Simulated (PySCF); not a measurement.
Compound: C7H9F.
Geometry (PBE/def2-SV(P), Å), atoms numbered from 1 in this order:
```xyz
17
C7H9F angstrom
C      2.7082   -0.1231    0.7695
C      1.3728   -0.2264    0.6559
C      0.5821    0.1133   -0.5876
F      1.4801    0.4820   -1.6031
C     -0.4051    1.2364   -0.3285
C     -1.6802    0.8030   -0.3594
C     -1.7773   -0.6729   -0.6658
C     -0.3329   -1.0477   -1.0825
H      3.3220    0.2256   -0.0783
H      3.2236   -0.3882    1.7090
H      0.7595   -0.5738    1.5088
H     -0.0589    2.2559   -0.0952
H     -2.5650    1.4315   -0.1602
H     -2.5302   -0.8973   -1.4554
H     -2.1066   -1.2411    0.2370
H     -0.2377   -1.0594   -2.1889
H     -0.0043   -2.0383   -0.7049
```

Computed with PySCF, PBE/def2-SV(P) geometry optimisation, gas phase.

Masses are those of the commonest isotopes; rigid-rotor values at the optimised geometry. The values belong to one conformer with, in the numbering `[CH2:1]=[CH:2][C@:3]1([F:4])[CH:5]=[CH:6][CH2:7][CH2:8]1`, C1–C2–C3–F4 3°, C2–C3–C5–C6 -111°, C5–C6–C7–C8 -10°, C6–C7–C8–C3 17°, C2–C3–C8–C7 104°.

Task: What are A, B and C (cm⁻¹)?

Result: Ia = 133.83, Ib = 333.78, Ic = 338.86 u·Å²; 505379 MHz·u·Å²/I gives 3776, 1514 and 1491 MHz, that is A = 0.12596, B = 0.05051, C = 0.04975 cm⁻¹.

Task: What kind of rotor is it?

Result: A near-prolate asymmetric top: κ = (2 × 1514 − 3776 − 1491)/(3776 − 1491) = -0.98.

Task: Is it planar, by Δ = Ic − Ia − Ib?

Result: Not planar: Δ = Ic − Ia − Ib = -128.75 u·Å². For a rigid frame Δ = −2 Σ m c², so Σ m c² = 64.37 u·Å² lies off the ab plane: 16.01 from hydrogen and 48.37 from heavier atoms. The atom farthest from that plane is 2.21 Å away.

Task: Give the other two planar moments, Paa and Pbb, and the rms extents of the mass along the axes.

Result: Paa = Σ m a² = (Ib + Ic − Ia)/2 = 269.40 and Pbb = Σ m b² = (Ia + Ic − Ib)/2 = 69.46 u·Å². With the mass M = 112.07 u, the rms extents √(P/M) along a, b and c are 1.55, 0.79, 0.76 Å.

Task: List the rotational levels J(Ka,Kc) to J = 5 (MHz).

Result: Above 0(0,0):
J = 1: 1(0,1) 3006, 1(1,1) 5268, 1(1,0) 5290
J = 2: 2(0,2) 9016, 2(1,2) 11256, 2(1,1) 11324, 2(2,1) 18110, 2(2,0) 18110
J = 3: 3(0,3) 18032, 3(1,3) 20238, 3(1,2) 20375, 3(2,2) 27127, 3(2,1) 27128, 3(3,1) 38494, 3(3,0) 38494
J = 4: 4(0,4) 30053, 4(1,4) 32215, 4(1,3) 32442, 4(2,3) 39149, 4(2,2) 39151, 4(3,2) 50517, 4(3,1) 50517, 4(4,1) 66430, 4(4,0) 66430
J = 5: 5(0,5) 45077, 5(1,5) 47185, 5(1,4) 47526, 5(2,4) 54176, 5(2,3) 54182, 5(3,3) 65545, 5(3,2) 65545, 5(4,2) 81458, 5(4,1) 81458, 5(5,1) 101919, 5(5,0) 101919
Those of J = 1 are B + C, A + C and A + B.

Task: Which types of transition are allowed, and where do some lines up to J = 2 fall?

Result: The dipole components are |μa| = 1.28 D, |μb| = 1.36 D, |μc| = 0.12 D. Intensities carry the squares of the components, which stand as 0.89 : 1.00 : 0.01 (a : b : c). Some of the stronger lines:

```tsv
type	branch	J(Ka,Kc)	MHz	lower level (cm⁻¹)
c	Q	1(1,1) ← 1(0,1)	2262	0.100
b	Q	1(1,0) ← 1(0,1)	2285	0.100
b	Q	2(1,1) ← 2(0,2)	2308	0.301
a	R	1(0,1) ← 0(0,0)	3006	0.000
b	R	2(0,2) ← 1(1,1)	3749	0.176
b	R	1(1,1) ← 0(0,0)	5268	0.000
a	R	2(1,2) ← 1(1,1)	5988	0.176
a	R	2(0,2) ← 1(0,1)	6011	0.100
a	R	2(1,1) ← 1(1,0)	6034	0.176
b	Q	2(2,0) ← 2(1,1)	6786	0.378
b	Q	2(2,1) ← 2(1,2)	6854	0.375
b	R	2(1,2) ← 1(0,1)	8250	0.100
b	R	2(2,1) ← 1(1,0)	12820	0.176
b	R	2(2,0) ← 1(1,1)	12843	0.176
```

Task: Estimate the classical rotational partition function at 50 K, 298.15 K and 500 K.

Result: Point group C1, symmetry number σ = 1; q = (√π/σ)·√((kT/h)³/(ABC)), k/h = 20836.6 MHz/K: 20400 at 50 K, 297000 at 298.15 K, 645000 at 500 K.

Stationary, but not proved a minimum. Constants of a rigid frame at the computed geometry: no zero-point averaging, no centrifugal distortion.
